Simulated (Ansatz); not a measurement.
Geometry optimisation, RHF/6-31G (Ansatz 0.2.0).

Input file:

```yaml
crystal:
  periodic: [false, false, false]
  atoms:
    - { symbol: B, position_ang: [-1.1445, -2.0122, -1.0338] }
    - { symbol: B, position_ang: [0.3568, -1.3975, -0.9953] }
    - { symbol: Si, position_ang: [1.023, -0.601, 0.6204] }
    - { symbol: Al, position_ang: [-0.1574, 1.3045, 1.1902] }
    - { symbol: "N", position_ang: [-0.3749, 2.7337, -0.0621] }
    - { symbol: H, position_ang: [-1.6116, -2.432, -2.0412] }
    - { symbol: H, position_ang: [-1.8587, -1.8873, -0.0878] }
    - { symbol: H, position_ang: [1.0869, -1.4529, -1.958] }
    - { symbol: H, position_ang: [0.9956, -1.5677, 1.7688] }
    - { symbol: H, position_ang: [2.4539, -0.1932, 0.4417] }
    - { symbol: H, position_ang: [-0.9967, 1.3637, 2.62] }
    - { symbol: H, position_ang: [-0.78249, 2.30443, -0.89823] }
    - { symbol: H, position_ang: [-1.09648, 3.385, 0.34268] }
basis:
  gaussian: { orbitals: "6-31G" }
hamiltonian:
  xc: hf
relax:
  f_tol: 0.015
  max_steps: 40
```

Run as:

```bash
$ ansatz run input.yaml --threads 1 --pin off --max-ram 2048MiB --backend cpu --events-out ev --progress --plain --runs-dir out
```

Q: Where does it end, and by what steps?

A: The run converged. Limits of this set-up: no polarisation functions. After 21 steps the energy has fallen by 2.019 eV; H6 moved furthest, 1.53 Å.

```csv
step,energy less start (eV),largest force component (eV/Å),accepted
0,0.0000,2.642,yes
1,-0.7704,2.508,yes
2,-1.1138,3.482,yes
3,-1.3938,0.670,yes
4,-1.4908,0.752,yes
5,-1.5838,1.160,yes
6,-1.7214,0.675,yes
7,-1.8633,0.420,yes
8,-1.9258,0.273,yes
9,-1.9547,0.423,yes
10,-1.9960,0.172,yes
11,-2.0004,0.235,yes
12,-2.0124,0.145,yes
13,-2.0006,0.432,no
14,-2.0172,0.056,yes
15,-2.0178,0.082,yes
16,-2.0180,0.075,yes
17,-2.0175,0.072,no
18,-2.0184,0.048,yes
19,-2.0183,0.040,no
20,-2.0185,0.024,yes
21,-2.0186,0.014,yes
```

```xyz
13
Properties=species:S:1:pos:R:3
B -1.112 -2.430 -1.204
B 0.054 -1.254 -1.133
Si 0.892 -0.647 0.633
Al -0.138 1.493 1.374
N -0.496 2.753 0.155
H -0.828 -3.573 -1.385
H -2.269 -2.183 -1.047
H 0.426 -0.678 -2.109
H 0.739 -1.664 1.726
H 2.368 -0.426 0.454
H -0.526 1.840 2.888
H -0.304 2.686 -0.822
H -0.911 3.632 0.376
```

Whether the end is a true minimum wasn't checked by a vibrational analysis.

Time of the run: 91 s on 1 thread of Intel(R) Xeon(R) Platinum 8259CL CPU @ 2.50GHz (Skylake/Cascade Lake) (shared host), peak memory 0.17 GiB.
